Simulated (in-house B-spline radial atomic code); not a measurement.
Orbital energies and mean radii along the 6-electron series, configuration [He] 2s2 2p2. The effective charge is n√(-2ε), a non-relativistic measure. Computed with an all-electron radial atomic-structure program (B-spline basis): non-relativistic Hartree-Fock, average of the configuration, point nuclei.

```tsv
ion	Z	energy of 2s (Eh)	mean radius of 2s (bohr)	energy of 1s (Eh)	mean radius of 1s (bohr)	effective charge of 2s
C	6	-0.71206	1.5858	-11.338	0.26842	2.3867
N+	7	-1.4677	1.2515	-16.296	0.22807	3.4266
O2+	8	-2.4844	1.0331	-22.272	0.1982	4.4581
F3+	9	-3.756	0.87986	-29.258	0.17522	5.4816
Ne4+	10	-5.2806	0.76643	-37.25	0.15699	6.4996
Mg6+	12	-9.0844	0.60964	-56.243	0.12991	8.525
Al7+	13	-11.363	0.55316	-67.243	0.11959	9.5342
Si8+	14	-13.892	0.50628	-79.245	0.11078	10.542
P9+	15	-16.671	0.46676	-92.248	0.10318	11.549
S10+	16	-19.701	0.43297	-106.25	0.096556	12.554
Cl11+	17	-22.981	0.40376	-121.26	0.090727	13.559
Ar12+	18	-26.511	0.37825	-137.26	0.085561	14.563
K13+	19	-30.292	0.35577	-154.27	0.080951	15.567
Ca14+	20	-34.323	0.33582	-172.27	0.076811	16.57
Sc15+	21	-38.603	0.318	-191.28	0.073074	17.573
Ti16+	22	-43.134	0.30197	-211.28	0.069683	18.576
```

How does the screening of 2s change?

Z less the effective charge goes from 3.61 at Z = 6 to 3.42 at Z = 22.
